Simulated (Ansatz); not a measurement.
Ge₂H₆O, SMILES `[OH][GeH2][GeH3]`, relaxed with RKS PBE0-D4/def2-TZVP in Ansatz 0.2.0 from a PBE-D4/def2-SVP geometry. The force threshold is 0.005 eV/Å; the program also tests the step.

The species carries charge 0 and has multiplicity 1.

Start:

```xyz
9

O     0.644    2.019    0.548
Ge   -0.334    0.530    0.874
Ge   -0.099   -1.061   -0.968
H     1.590    1.797    0.468
H     0.098   -0.118    2.228
H    -1.778    1.080    0.986
H    -0.940   -2.340   -0.706
H     1.387   -1.484   -1.129
H    -0.567   -0.423   -2.302
```

```tsv
step	energy (eV)	largest force (eV/Å)	largest move (Å)
1	-115166.2731	0.593	0.000
2	-115166.2944	0.225	0.035
3	-115166.2962	0.102	0.040
4	-115166.2969	0.077	0.017
5	-115166.2975	0.030	0.024
6	-115166.2976	0.007	0.011
7	-115166.2977	0.002	0.012
8	-115166.2977	0.005	0.011
9	-115166.2977	0.004	0.005
10	-115166.2977	0.003	0.009
```

End:

```xyz
9

O     0.662    1.980    0.537
Ge   -0.341    0.531    0.851
Ge   -0.105   -1.058   -0.973
H     1.601    1.782    0.537
H     0.086   -0.103    2.194
H    -1.765    1.092    0.962
H    -0.901   -2.340   -0.675
H     1.377   -1.434   -1.144
H    -0.613   -0.450   -2.289
```

It took 31 s on 4 threads of a server CPU on a shared host, with 0.45 GiB of host memory at the peak.
